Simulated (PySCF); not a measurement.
Caution: the highest occupied level lies above zero, a sign of self-interaction error and of too few diffuse functions.

Delta-SCF ions had no search for a lower state. 

**C2HO, SMILES `[CH-]=C=O` (charge -1, multiplicity 1)**

These are PySCF 2.14.0 with PBE0-D3(BJ)/def2-TZVPD values and carry that method's errors.

```yaml
HOMO: 0.09 eV
vertical detachment energy (Delta-SCF): 2.23 eV
total_energy: -4133.18 eV
cost: about 22 core-seconds (a rough figure)
```

```xyz
4

C     -0.6570    -0.0520    -0.4693
C      0.5753     0.0455    -0.5183
O      1.7945     0.1419    -0.5670
H     -1.7128    -0.1355    -0.4273
```
Charge -1, spin multiplicity 1.
